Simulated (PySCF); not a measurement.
Spinor energies of Sb⁺ (antimony, charge +1)

Start: [Kr] 4d10 5s2 5p2; 5p1/2 filled at m_j = -1/2, +1/2. Calculated with PySCF 2.14 in x2c-SVPall-2c with one added diffuse shell each of s, p type (7s9p4d, 54 functions): generalised Hartree-Fock with the X2C-1e Hamiltonian and a Gaussian nucleus; one run each with spin-orbit coupling (SO) switched off, then screened by Boettger's factors.

```csv
spinor shell,electrons,"ε, spin-free (eV)","ε, screened SO (eV)",weight of nominal j (screened SO),"rms radius, screened SO (bohr)"
1s1/2,2,-30646.7,-30643.6,1.000,0.0326
2s1/2,2,-4763.9,-4762.9,1.000,0.133
2p1/2,2,-4271.7,-4446.6,1.000,0.115
2p3/2,4,-4271.7,-4191.8,1.000,0.120
3s1/2,2,-980.84,-980.40,1.000,0.352
3p1/2,2,-816.21,-849.32,1.000,0.345
3p3/2,4,-816.21,-800.72,1.000,0.356
3d3/2,4,-565.32,-570.86,1.000,0.330
3d5/2,6,-565.32,-561.07,1.000,0.333
4s1/2,2,-184.65,-184.37,1.000,0.841
4p1/2,2,-131.74,-137.86,1.000,0.893
4p3/2,4,-131.74,-128.57,1.000,0.922
4d3/2,4,-52.461,-53.076,1.000,1.11
4d5/2,6,-52.461,-51.649,1.000,1.11
5s1/2,2,-24.548,-24.424,1.000,2.36
5p1/2,2,-16.320,-15.765,1.000,2.85
```

| quantity | spin-free | screened SO |
| --- | --- | --- |
| E (hartree) | -6476.18268 | -6477.80723 |
| M_J | 0 | 0 |
| ⟨J²⟩ | 2.009 | 0.000 |
| ⟨L²⟩ | 2.006 | 1.349 |
| ⟨S²⟩ | 2.003 | 1.349 |

Breit and QED terms are absent; they matter most for the inner s and p1/2 levels.

Densities and radii are taken from the X2C orbitals without a picture-change correction, which distorts them close to the nucleus.

Without spin-orbit coupling the j labels of p, d and f shells carry no meaning; the spin-free column gives the mean over the occupied spinors of each nl shell.
